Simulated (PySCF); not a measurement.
# Telling isomers of C6H5NO apart by NMR

PySCF calculation with NMR shieldings at PBE0/pcSseg-1/GIAO, geometry: PBE0-D3(BJ)/def2-SVP and J couplings at B3LYP/pcJ-1 (spin–dipole term left out of most H,H and C,H couplings); in vacuum, one computed conformer, relativity neglected, one averaged value for each set of equivalent atoms.

Referencing at the same level of theory: $^{1}$H (σref 31.27), $^{13}$C (σref 184.41) vs TMS. Multiplet labels drop J under 1 Hz and among equivalent protons, and merge close values. Unscaled 3J(H,H) run several per cent high. Shifts are as computed. Against solution values, carbons near 30 ppm lie about +2 ppm off and those near 130 ppm about +4 ppm. Of 246 compounds with measured shifts, 49 miss one by over three times the rms of a fit or turn the order of signals round; such compounds aren't used in these exercises.

(1) Tabulate the signals of `O=Cc1ccccn1`, `O=Cc1ccncc1` and their relative energies.

(2) What is the quickest way to tell O=Cc1ccccn1 from O=Cc1ccncc1?

Answers

(1) 
```json
{"SMILES": "O=Cc1ccccn1", "carbon types": "1×C 5×CH", "δC": "198.8, 156.7, 155.7, 142.1, 132.9, 127.1", "δH": "10.04 (s, 1H), 8.91 (dt, 1H), 8.21 (dt, 1H), 7.96 (td, 1H), 7.41 (ddd, 1H)", "E rel. (kcal/mol)": "0.0"}
{"SMILES": "O=Cc1ccncc1", "carbon types": "1×C 5×CH", "δC": "195.4, 157.4, 144.2, 127.2", "δH": "9.99 (s, 1H), 9.12 (dd, 2H), 7.66 (dd, 2H)", "E rel. (kcal/mol)": "2.4"}
```

Energies are electronic energies at PBE0/pcSseg-1 on these geometries, without zero-point or thermal terms, each for the one conformer computed, which needn't be the lowest.

(2) Count the carbon signals: 6 against 4. The first has an aromatic CH at 142.1 ppm, the second a substituted aromatic carbon (C) at 144.2 ppm. Their most deshielded carbons lie at 198.8 and 195.4 ppm.
